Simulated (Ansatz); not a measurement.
# Two structures, one formula

The two ends of one reaction step of BSiH4OF3, closed shell (PBE0-D4/def2-TZVP).

A:

```csv
atom,x (Å),y (Å),z (Å)
B1,-0.2467,-1.3853,0.6789
F2,1.5454,-0.5090,-2.3075
F3,0.1633,-2.5710,0.2889
F4,-0.9674,-1.2919,1.7838
H5,1.0460,-0.5364,-1.5211
O6,0.0688,-0.2889,-0.0447
Si7,-0.3280,1.3250,0.2325
H8,0.2425,1.7330,1.5357
H9,0.2787,2.0717,-0.8861
H10,-1.8024,1.4530,0.2397
```

B:

```tsv
atom	x (Å)	y (Å)	z (Å)
B1	0.4234	-1.4620	0.1124
F2	1.7303	-1.5705	-0.2215
F3	-0.3860	-2.4111	-0.3916
F4	0.1694	-1.0885	1.3981
H5	0.3805	0.0622	-1.5447
O6	-0.0497	-0.0418	-0.6908
Si7	-0.4790	1.3540	0.1935
H8	0.6300	1.7448	1.0844
H9	-0.6975	2.3786	-0.8550
H10	-1.7214	1.0342	0.9153
```

Program: Ansatz 0.2.0. Basis: def2-TZVPP. Cores are frozen in the correlated methods. B3LYP uses VWN-RPA correlation.

Task: Which structure is lower at CCSD(T), and by how much? (To be estimated.)

Result: By the calculation: B, by 5.67 kcal/mol (electronic energy, against the other). By their contacts, A is a complex of BSiH₃OF₂ ([F][B]([F])[O][SiH3]) + HF and B is BSiH₄OF₃ ([F][B]([F])([F])[OH][SiH3]).

All methods give the same order:

```json
{"method": "SPW92", "E(B) − E(A) (kcal/mol)": "-9.56"}
{"method": "PBE-D4", "E(B) − E(A) (kcal/mol)": "-4.10"}
{"method": "BLYP-D4", "E(B) − E(A) (kcal/mol)": "-2.11"}
{"method": "r2SCAN-D4", "E(B) − E(A) (kcal/mol)": "-6.70"}
{"method": "B97M-V", "E(B) − E(A) (kcal/mol)": "-5.98"}
{"method": "PBE0-D4", "E(B) − E(A) (kcal/mol)": "-5.33"}
{"method": "B3LYP-D4", "E(B) − E(A) (kcal/mol)": "-3.57"}
{"method": "r2SCAN0-D4", "E(B) − E(A) (kcal/mol)": "-7.14"}
{"method": "BHLYP-D4", "E(B) − E(A) (kcal/mol)": "-5.24"}
{"method": "CAM-B3LYP-D4", "E(B) − E(A) (kcal/mol)": "-5.45"}
{"method": "wB97X-V", "E(B) − E(A) (kcal/mol)": "-6.28"}
{"method": "wB97M-V", "E(B) − E(A) (kcal/mol)": "-6.51"}
{"method": "B2PLYP", "E(B) − E(A) (kcal/mol)": "-4.17"}
{"method": "PBE-QIDH", "E(B) − E(A) (kcal/mol)": "-6.17"}
{"method": "RPA on PBE", "E(B) − E(A) (kcal/mol)": "-5.53"}
{"method": "HF", "E(B) − E(A) (kcal/mol)": "-3.29"}
{"method": "MP2", "E(B) − E(A) (kcal/mol)": "-5.12"}
{"method": "CCSD", "E(B) − E(A) (kcal/mol)": "-5.51"}
{"method": "CCSD(T)", "E(B) − E(A) (kcal/mol)": "-5.67"}
```

The T1 diagnostic stays at or below 0.012.

Labels in which every atom is bracketed show which atoms are joined, not bond orders.

For scale, one of the runs: CCSD(T)/def2-TZVPP, 253 basis functions, launched by `ansatz run in.yaml --threads 8 --pin off --events-out ev --progress --plain --max-ram 19148MiB`. Hardware: 8 CPU threads of an AMD EPYC 9R45, shared host. Wall time 39 s; peak host memory 6.1 GiB.
